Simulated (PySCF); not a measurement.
# How many f electrons in TbSi?

Unrestricted PBE0; basis Tb x2c-SVPall, Si x2c-SVPall; spin-free X2C with a Gaussian nucleus; PySCF 2.14. The search starts from ions with several 4f fillings and holds each by maximum overlap.

The lowest solution has 2Ms+1 = 10, about 8.0 4f electrons, near 2.69 Å.

The lowest solution of each spin and filling, followed along the bond (rough minima from three points):

```csv
2Ms+1,4f population,⟨S²⟩ at the start,R at minimum (Å),Te (eV)
10,8.03,24.79,2.69,0.00
6,8.06,10.74,2.68,0.28
8,8.33,16.47,2.70,0.31
```

Solutions at the starting distance of 2.630 Å, counted from the lowest; the search is not exhaustive:

```tsv
2Ms+1	4f population	E (eV)	⟨S²⟩	⟨Lz²⟩	μ (D)
10	8.03	0.00	24.79	4.0	-3.93
10	8.06	0.08	24.79	7.9	-4.02
6	8.06	0.28	10.74	4.0	-4.88
8	8.33	0.32	16.47	4.0	-4.50
10	8.01	0.33	24.80	0.6	-3.61
8	8.04	0.36	16.75	6.1	-4.45
8	8.27	0.42	16.16	5.8	-4.69
6	8.08	0.42	10.41	5.0	-4.65
6	8.11	0.43	10.44	8.0	-4.57
10	8.06	0.52	24.81	5.2	-5.61
6	8.29	0.54	10.51	6.1	-4.03
10	8.03	0.87	24.88	8.0	-4.98
```

Partly filled real f orbitals mix terms, so no term symbols are given. A population far from a whole number shows f orbitals mixing with d and ligand orbitals, not a clean configuration. A positive dipole means Tb(−)Si(+).

Spin–orbit coupling is left out. With d or f electrons several states lie close, and the lowest PBE0 determinant need not be the measured ground state.
